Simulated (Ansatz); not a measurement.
Consider the substitution at a C–B bond: `OC([SiH3])BF` + HCl → `OC([SiH3])Cl` + `BF`.

Isolated molecules relaxed with PBE0-D4/def2-TZVP in Ansatz; ΔE leaves out vibrations. CBS: MP2 limit from def2 TZ/QZ plus the TZ coupled-cluster correction, frozen cores. This one scheme is used for every species. DFT in def2-TZVPP. B3LYP here is the variant with VWN-RPA as its local correlation; programs differ in this. One conformer a species, not always the lowest.

| level | ΔE (kJ/mol) | difference from CCSD(T)/CBS |
| --- | --- | --- |
| PBE-D4 | 59.6 | 2.6 |
| r2SCAN-D4 | 60.8 | 3.8 |
| PBE0-D4 | 61.5 | 4.5 |
| B3LYP-D4 | 54.3 | -2.7 |
| ωB97X-V | 56.0 | -1.0 |
| ωB97M-V | 58.9 | 1.9 |
| B2PLYP | 54.1 | -2.9 |
| PBE | 59.1 | 2.1 |
| PBE0 | 60.9 | 3.9 |
| HF/def2-TZVPP | 47.0 | -10.0 |
| MP2/def2-TZVPP | 57.1 | 0.1 |
| CCSD(T)/def2-TZVPP | 59.2 | 2.2 |
| HF/def2-QZVPP | 46.9 | -10.1 |
| MP2/def2-QZVPP | 55.8 | -1.2 |
| SCS-MP2/def2-QZVPP | 51.8 | -5.2 |
| HF/CBS(def2) | 46.9 | -10.1 |
| CCSD(T)/CBS | 57.0 | 0 |

Largest T1 diagnostic among the species: 0.013.

In def2-TZVPP, CCSD(T) changes the Hartree–Fock value by +12.2 kJ/mol (the triples alone add −0.9 kJ/mol) and MP2 by +10.1 kJ/mol.
